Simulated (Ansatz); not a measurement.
Program: Ansatz 0.2.0.

A structure relaxed at PBE0-D4/def2-TZVP, charge 0, multiplicity 1:

| atom | x (Å) | y (Å) | z (Å) |
| --- | --- | --- | --- |
| O1 | -1.370 | 0.555 | -0.224 |
| Zr2 | 0.342 | -0.125 | 0.133 |
| Cl3 | 1.662 | 1.566 | 1.048 |
| Cl4 | 0.163 | -1.894 | 1.642 |
| I5 | 1.442 | -1.000 | -2.183 |
| H6 | -2.239 | 0.899 | -0.414 |

(1) Give its formula and SMILES.

(2) Point group (tolerance 0.08 Å, 0.16 Å for H)?

(3) Summarise the bond lengths by kind.

Results:

(1) Cl2HIOZr, `[OH][Zr]([Cl])([Cl])[I]`.

(2) Cs.

(3) 1 × O–Zr 1.876 Å; 1 × H–O 0.954 Å; 2 × Cl–Zr 2.332 Å; 1 × I–Zr 2.709 Å.
